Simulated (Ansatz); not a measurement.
Program: Ansatz. Geometries: PBE0-D4/def2-TZVP. ΔE: electronic, gas phase. CBS: MP2 limit from def2 TZ/QZ plus the TZ coupled-cluster correction, frozen cores. This one scheme is used for every species. DFT in def2-TZVPP. For Ge outer-core shells are correlated without core-valence functions, which leaves a few kJ/mol of doubt a bond. Scalar relativity is left out up to krypton. Each species was taken in one conformer, which may not be the lowest.

Reaction (ligand exchange at a Ge–F bond): `[F][Ge]([F])([F])[F]` + `N=C=O` → `O=C=[N][Ge]([F])([F])[F]` + H–F

| level | ΔE (eV) |
| --- | --- |
| BHLYP | 0.15 |
| CCSD(T)/def2-SVP | 0.15 |
| MP2/def2-QZVPP | 0.04 |
| SCS-MP2/def2-QZVPP | 0.08 |

(1) What does CCSD(T)/CBS give? (Estimate.)

Largest T1 diagnostic among the species: 0.018.

Answers

(1) Computed: +0.05 eV. The listed levels differ from it by 0.10, 0.10, -0.01, 0.03 eV.

From BLYP to BHLYP (50 % exact exchange), in def2-TZVPP and without D4, ΔE moves by −0.13 eV. In def2-TZVPP, CCSD(T) changes the Hartree–Fock value by −0.04 eV (the triples alone add +0.00 eV) and MP2 by −0.07 eV.
